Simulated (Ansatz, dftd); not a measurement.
System: BICl, charge 0, doublet. BICl (SMILES I[B]Cl, doublet).
B3LYP-D3(BJ)/def2-TZVP minimum from Ansatz (an electronic-structure program):
```
B
Cl 1 1.7190
I 1 2.1145 2 126.96
```
Charge 0, spin multiplicity 2.

Wanted: atomisation energy (electronic, to ground-state atoms), in kJ/mol. Radicals and triplets start from unrestricted determinants; spin-orbit coupling is neglected. Correlated methods leave the cores frozen (noble-gas shells, and filled d and f shells in the p block). Past Kr the def2 sets carry scalar-relativistic core potentials. CBS(X,Y): correlation extrapolated as X^-3, Hartree-Fock from the larger set. A bracket is a step between two methods taken in the basis named. Where a partner has so few electrons that a lower coupled-cluster level is exact, that level stands in. Spin-orbit terms, left out, reach several kcal/mol for Br and I, and more for heavier atoms.

```tsv
level	program	atomisation energy (kJ/mol)	difference against the last row
HF/def2-TZVPP	Ansatz	527.0	-191.2
B3LYP/def2-TZVPD	Ansatz	709.2	-9.0
CAM-B3LYP-D3(BJ)/def2-TZVPD	Ansatz + dftd3	715.3	-2.9
CAM-B3LYP-D4/def2-TZVPD	Ansatz + dftd4	715.1	-3.1
CAM-B3LYP/def2-TZVPD	Ansatz	707.3	-10.9
wB97X-V/def2-TZVPD	Ansatz	722.9	4.7
B2PLYP-D4/def2-TZVPD	Ansatz + dftd4	721.6	3.4
B2PLYP/def2-TZVPD	Ansatz	715.6	-2.6
CCSD/CBS(def2-TZVPP,def2-QZVPP)	Ansatz	687.6	-30.6
CCSD(T)/def2-SVP	Ansatz	673.9	-44.3
CCSD(T)/CBS(def2-TZVPP,def2-QZVPP)	Ansatz	716.1	-2.1
CCSDT(Q)/def2-SVP	Ansatz	676.1	-42.1
CCSD(T)/CBS(def2-TZVPP,def2-QZVPP) + [CCSDT(Q) - CCSD(T)]/def2-SVP	Ansatz	718.2	0.0
```
